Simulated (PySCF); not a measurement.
C₆H₁₄S.

```xyz
21

C      0.4326    -4.3322     0.0000
C     -0.4582    -3.0910     0.0000
C      0.3292    -1.7797     0.0000
C     -0.5547    -0.5322     0.0000
C      0.2403     0.7749     0.0000
C     -0.6560     2.0099     0.0000
S      0.3829     3.5289     0.0000
H      1.0857    -4.3542    -0.8883
H     -0.1619    -5.2595     0.0000
H      1.0857    -4.3542     0.8883
H     -1.1250    -3.1127    -0.8810
H     -1.1250    -3.1127     0.8810
H      0.9964    -1.7541    -0.8813
H      0.9964    -1.7541     0.8813
H     -1.2207    -0.5560    -0.8819
H     -1.2207    -0.5560     0.8819
H      0.9026     0.8060    -0.8830
H      0.9026     0.8060     0.8830
H     -1.3032     2.0113     0.8910
H     -1.3032     2.0113    -0.8910
H     -0.6357     4.4190     0.0000
```

Geometry optimised at B3LYP-D3(BJ)/def2-SVP. One conformer was computed; it need not be the lowest.

Method: PBE0/pcSseg-1 (PySCF). Non-relativistic, no solvent.

Computed absolute GIAO shielding of each atom: isotropic value and principal components (ppm):
```csv
atom,σ(iso),σ11,σ22,σ33,span
C1,167.5,155.8,161.0,185.8,29.9
C2,156.9,144.2,155.1,171.4,27.3
C3,148.1,127.6,144.6,172.0,44.4
C4,149.6,129.6,146.8,172.4,42.8
C5,150.9,130.5,147.6,174.7,44.3
C6,152.8,132.4,157.6,168.3,35.9
S7,599.7,457.7,495.0,846.5,388.8
H8,30.3,26.2,28.6,36.2,10.0
H9,30.0,25.5,27.2,37.4,12.0
H10,30.3,26.2,28.6,36.2,10.0
H11,30.1,25.0,30.4,34.7,9.7
H12,30.1,25.0,30.4,34.7,9.7
H13,30.1,25.4,31.5,33.6,8.2
H14,30.1,25.4,31.5,33.6,8.2
H15,30.2,25.2,31.7,33.6,8.5
H16,30.2,25.2,31.7,33.6,8.5
H17,30.0,24.7,31.8,33.4,8.7
H18,30.0,24.7,31.8,33.4,8.7
H19,28.9,22.6,30.0,34.0,11.5
H20,28.9,22.6,30.0,34.0,11.5
H21,29.4,21.6,26.7,39.9,18.3
```
